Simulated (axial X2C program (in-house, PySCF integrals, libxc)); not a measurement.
# Bond lengths and stretching modes, held linear, of FInF⁺

Computed with an in-house all-electron X2C program for linear molecules (integrals from PySCF): two-component X2C with atomic mean-field Coulomb and Gaunt terms, Gaussian nuclei, basis F dyall-av3z, In dyall-v3z with contracted cores. Spin-free rows use the one-electron spin-free X2C Hamiltonian.

Masses F 18.998, In 114.904, F 18.998 u. States: 2c Ω = 0 (all partner blocks equally filled); spin-free M_S = 0, Λ = 0 (closed shell).

HF, 2c: energies above the lowest point

```tsv
r(F–In) (Å)	r(In–F) (Å)	E (meV)
1.8057	1.8057	30.07
1.8057	1.8520	15.56
1.8057	1.8983	71.49
1.8520	1.8057	15.56
1.8520	1.8520	0.00
1.8520	1.8983	55.00
1.8520	1.9446	165.23
1.8983	1.8057	71.49
1.8983	1.8520	55.00
1.8983	1.8983	109.17
1.9446	1.8520	165.23
1.9446	1.9446	327.51
```

**Question.** Fit a quadratic surface with cubic terms in each bond: where is the minimum, and what are the two stretching wavenumbers?

**Answer.** At HF, 2c: bonds 1.838 and 1.838 Å; harmonic stretches 705.5 and 822.9 cm⁻¹; force constants 5.63, 5.63 and coupling -0.06 mdyn/Å.

The other levels and Hamiltonians give:

```tsv
Hamiltonian	level	r(F–In) (Å)	r(In–F) (Å)	lower stretch (cm⁻¹)	upper stretch (cm⁻¹)
2c	PBE0	1.851	1.851	656.3	778.2
2c	PBE	1.874	1.874	615.5	737.5
2c	MP2	1.858	1.858	654.5	771.8
spin-free	PBE0	1.851	1.851	656.3	778.2
spin-free	HF	1.837	1.837	705.5	822.9
spin-free	PBE	1.874	1.874	615.6	737.6
spin-free	MP2	1.857	1.857	654.5	771.8
```

Each state is one determinant, the lowest of a limited PBE0 search; the stretches come from a fit to these few points and carry an uncertainty of a few per cent. Other orders of the atoms were not compared. MP2 freezes inner shells (threshold -2 hartree). The molecule was held linear; bending was not examined, so a bent shape may lie lower.
